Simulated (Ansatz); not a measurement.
A run for Ansatz (a program for electronic structure): R-B3LYP/def2-TZVPP on BF2HSe (SMILES FB(F)[SeH]), a point of a torsion scan.

Ansatz 0.2 input:
```yaml
crystal:
  periodic: [false, false, false]
  atoms:
    - {symbol: F, position_ang: [-1.19900188, 1.20015103, 0.02121288]}
    - {symbol: B, position_ang: [-0.59879858, 0.03667471, 0.03160803]}
    - {symbol: F, position_ang: [-1.35806867, -0.99297686, -0.24498008]}
    - {symbol: Se, position_ang: [1.17848368, -0.21605645, 0.76497551]}
    - {symbol: H, position_ang: [1.86151465, 0.71367794, -0.09676249]}
basis:
  gaussian:
    orbitals: def2-TZVPP
hamiltonian:
  xc: {name: B3LYP}
scf: {lower_state_search: off}
```

Task: Predict the final total energy.

Result: -2626.9639 hartree.
